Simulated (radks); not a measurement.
The nuclear charge of the boron ion B+ is varied continuously with 4 electrons held in [He] 2s2. Method: scalar-relativistic Kohn-Sham, PBE, spin-unpolarised, spherical densities, point nucleus; computed with a radial shooting solver on a logarithmic mesh with Libxc functionals. By the Hellmann-Feynman theorem dE/dZ = E(electron-nucleus)/Z, the electronic potential at the nucleus. The scalar-relativistic energy here is not variational (the density holds large components alone), so the two differ by a part that grows with Z.

Z    E (hartree)  E(electron-nucleus)/Z (hartree)  HOMO  e(HOMO) (eV)  <r> HOMO (bohr)
4.6    -20.13266                         -9.91925    2s       -13.105            2.033
4.8    -22.16673                         -10.4210    2s       -16.168            1.897
5      -24.30114                         -10.9226    2s       -19.511            1.779
5.2    -26.53588                         -11.4242    2s       -23.132            1.676
5.4    -28.87093                         -11.9257    2s       -27.030            1.584
5.6    -31.30629                         -12.4272    2s       -31.204            1.502
5.8    -33.84196                         -12.9287    2s       -35.654            1.428
6      -36.47795                         -13.4303    2s       -40.379            1.361

The central difference of E at Z = 5 is -10.923 hartree, to compare with the third column; the second derivative is -2.51 hartree.
